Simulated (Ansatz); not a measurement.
Geometry optimisation, RKS PBE0-D4/def2-SVP in Ansatz.

input.yaml

```yaml
crystal:
  periodic: [false, false, false]
  atoms:
    - { symbol: Al, position_ang: [-0.0272, -0.0138, -0.0288] }
    - { symbol: F, position_ang: [0.7179, -1.6854, 1.0185] }
    - { symbol: "N", position_ang: [0.7883, 0.1705, -1.5873] }
    - { symbol: "N", position_ang: [-1.6518, 0.3621, 0.5607] }
    - { symbol: H, position_ang: [1.0951, -0.5688, 1.2889] }
    - { symbol: H, position_ang: [1.304, 0.3819, 1.4136] }
    - { symbol: H, position_ang: [1.54, -0.4313, -1.8945] }
    - { symbol: H, position_ang: [0.6247, 0.8683, -2.297] }
    - { symbol: H, position_ang: [-2.3317, 0.9855, 0.1457] }
    - { symbol: H, position_ang: [-2.0593, -0.069, 1.3801] }
basis:
  gaussian: { orbitals: def2-SVP }
hamiltonian:
  xc: pbe0
  dispersion: d4
relax:
  f_tol: 0.15
  max_steps: 25
  restrain:
    - { distance: [0, 5], at: 2.82, k: 30.0 }
    - { distance: [4, 1], at: 2.18, k: 30.0 }
    - { distance: [0, 1], at: 1.78, k: 30.0 }
    - { distance: [4, 5], at: 0.62, k: 30.0 }
```

Run as:

```bash
$ ansatz run input.yaml --threads 2 --pin off --max-ram 3072MiB --backend cpu --events-out ev --progress --plain --runs-dir out
```

Problem. Where does it end, and by what steps?

Solution. The run converged. The restraints hold the end off the free minimum. After 8 steps the energy has fallen by 1.575 eV (the restraints' own energy left out); H5 moved furthest, 0.70 Å. Parted: Al1–H5. Joined: H5–H6.

| step | energy less start (eV) | largest force component (eV/Å) | accepted |
| --- | --- | --- | --- |
| 0 | 0.0000 | 1.471 | yes |
| 1 | -0.3661 | 2.669 | yes |
| 2 | -0.8244 | 2.940 | yes |
| 3 | -1.3043 | 3.859 | yes |
| 4 | -1.5330 | 2.746 | yes |
| 5 | -1.5331 | 2.344 | yes |
| 6 | -1.5578 | 2.260 | yes |
| 7 | -1.5544 | 2.470 | yes |
| 8 | -1.5750 | 2.457 | yes |

```xyz
10
Properties=species:S:1:pos:R:3
Al -0.179 -0.428 -0.159
F 0.447 -1.805 0.685
N 0.672 0.099 -1.607
N -1.665 0.294 0.449
H 1.505 -0.199 1.716
H 1.637 0.489 1.793
H 1.519 -0.335 -1.955
H 0.385 0.850 -2.222
H -2.166 1.065 0.025
H -2.155 -0.030 1.274
```

Run time: 19 s on 2 threads of Intel(R) Xeon(R) 6975P-C (Granite Rapids), on a shared host, peak memory 0.19 GiB.
